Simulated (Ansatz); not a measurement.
One change: `C=CC[Si](F)(F)F` becomes `C[Se][Si](F)(F)F`.

Ansatz, PBE0-D4/def2-TZVP geometries, multiplicity 1. Each molecule was computed in one conformer, which needn't be the lowest.

Scalar relativity is left out up to krypton. Spin–orbit coupling is left out; it splits and shifts lone-pair levels of the heavy atoms by tenths of an eV.

| property | `C=CC[Si](F)(F)F` |
| --- | --- |
| HOMO energy (B3LYP/def2-TZVPP) / eV | -7.52 |
| HOMO–LUMO gap (B3LYP/def2-TZVPP) / eV | 7.09 |
| ideal-gas entropy at 298 K and 1 bar (rigid rotor, harmonic PBE0-D4/def2-TZVP) / J/(mol·K) | 379 |
| size of the dipole moment (B3LYP/def2-TZVPP) / D | 2.18 |
| size of the dipole moment (ωB97M-V/def2-TZVPP) / D | 2.16 |
| HOMO–LUMO gap (PBE/def2-TZVPP) / eV | 5.39 |

**Question.** Give the same properties after the change, and the shifts. (An estimate is asked.)

**Answer.** Computed: 
```csv
property,`C[Se][Si](F)(F)F`,shift
HOMO energy (B3LYP/def2-TZVPP) / eV,-7.16,0.36
HOMO–LUMO gap (B3LYP/def2-TZVPP) / eV,6.35,-0.74
"ideal-gas entropy at 298 K and 1 bar (rigid rotor, harmonic PBE0-D4/def2-TZVP) / J/(mol·K)",387,8
size of the dipole moment (B3LYP/def2-TZVPP) / D,2.48,0.30
size of the dipole moment (ωB97M-V/def2-TZVPP) / D,2.42,0.26
HOMO–LUMO gap (PBE/def2-TZVPP) / eV,4.74,-0.65
```

With PBE0 the HOMO rises by 0.33 eV and the LUMO falls by 0.37 eV, so the gap narrows by about 0.70 eV. PBE moves the HOMO by 0.40 eV and ωB97M-V by 0.39 eV. The zero-point energy changes by -84.6 kJ/mol with -9 modes. Dipoles are sizes alone; their direction can turn. Modes under 60 cm⁻¹, often nearly free rotors, make the harmonic entropy too high.

Positive LUMOs are unbound, so they and the gaps depend on the basis.

B3LYP here is the variant with VWN-RPA as its local correlation; programs differ in this.
